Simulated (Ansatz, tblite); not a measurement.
Removing and adding an electron: Sn(OEt)H3 (C₂H₈OSn). The state is a singlet with charge 0. Geometry: B3LYP-D4/def2-SVP. Ansatz, gas phase; energy differences of separate SCF runs; the oxidised species was run as a doublet alone; the reduced species was run as a doublet alone.

```xyz
12

Sn    0.041    2.241    0.466
O    -0.204    0.485   -0.464
C     0.131   -0.729    0.172
C    -0.196   -1.882   -0.764
H     1.210   -0.765    0.438
H    -0.428   -0.860    1.125
H     0.057   -2.850   -0.302
H    -1.268   -1.879   -1.012
H     0.371   -1.782   -1.703
H    -0.481    3.376   -0.704
H     1.708    2.408    0.867
H    -0.940    2.237    1.882
```

In the def2 sets Sn takes a core potential; there is no spin–orbit coupling. The xTB rows come from tblite.

```csv
level,−HOMO (eV),vertical IE (eV),−LUMO (eV),vertical EA (eV),HOMO–LUMO gap (eV),IE − EA (eV),remarks
GFN1-xTB,11.80,14.89,5.38,2.37,6.43,12.52,–
PBE-D4/def2-TZVPD,5.90,–,1.33,-0.53,4.57,–,HOMO above zero (-1 doublet)
r2SCAN-D4/def2-TZVP,6.16,9.25,0.90,–,5.26,–,–
PBE0-D4/def2-TZVP,7.38,9.39,0.46,–,6.92,–,–
```

Problem. Estimate the rows for GFN2-xTB, PBE-D4/def2-TZVP, r2SCAN-D4/def2-TZVPD, PBE0-D4/def2-TZVPD.

Solution. 
```tsv
level	−HOMO (eV)	vertical IE (eV)	−LUMO (eV)	vertical EA (eV)	HOMO–LUMO gap (eV)	IE − EA (eV)	remarks
GFN2-xTB	11.02	13.94	5.98	3.13	5.04	10.81	–
PBE-D4/def2-TZVP	5.86	9.16	1.27	–	4.59	–	–
r2SCAN-D4/def2-TZVPD	6.19	–	0.94	-0.68	5.25	–	HOMO above zero (-1 doublet)
PBE0-D4/def2-TZVPD	7.41	–	0.54	-0.67	6.87	–	HOMO above zero (-1 doublet)
```

   A HOMO above zero means that the electron is unbound at that level or that self-interaction error raises the level; the energy of removing that electron tells which. Raw xTB energy differences between charge states are shifted by several eV; the methods need an empirical correction for them. A negative affinity means that the extra electron isn't bound; its size then hangs on the basis.
